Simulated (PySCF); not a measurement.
disilinane (C₄H₁₂Si₂), SMILES C1C[SiH2][SiH2]CC1.

Geometry: TPSSh-D3(BJ)/def2-SVP. Other conformers were not sampled.

Computed with M06-2X/def2-TZVP (PySCF).

Symmetry labels are those of the subgroup C2 that the program uses (full group C2).

Computed valence orbital energies around the gap with their symmetry:
```tsv
orbital	symmetry	energy (eV)
HOMO−7	B	-11.76
HOMO−6	A	-11.05
HOMO−5	A	-10.67
HOMO−4	B	-10.65
HOMO−3	A	-10.55
HOMO−2	A	-9.99
HOMO−1	B	-9.16
HOMO	A	-8.40
LUMO	A	0.97
LUMO+1	B	1.27
LUMO+2	B	1.78
LUMO+3	A	1.90
```
